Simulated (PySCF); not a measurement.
# Electron correlation in S⁺ (sulfur, charge +1)

[Ne] 3s2 3p3, high-spin 4S determinant. All numbers are calculated (PySCF 2.14, the spin-free X2C one-electron Hamiltonian (Gaussian nucleus), in x2c-TZVPPall (5s5p3d1f, 42 functions)). Frozen: [Ne]; 5 electrons correlated.

```csv
level,correlation energy (mhartree)
CCSD,-109.16
(T),-3.55
CCSD(T),-112.71
```

Diagnostics: T1 = 0.0031, D1 = 0.0071, largest double amplitude 0.063.

Problem. Is a single reference adequate?

Solution. Yes: T1 lies below 0.03 and no double amplitude reaches 0.07.
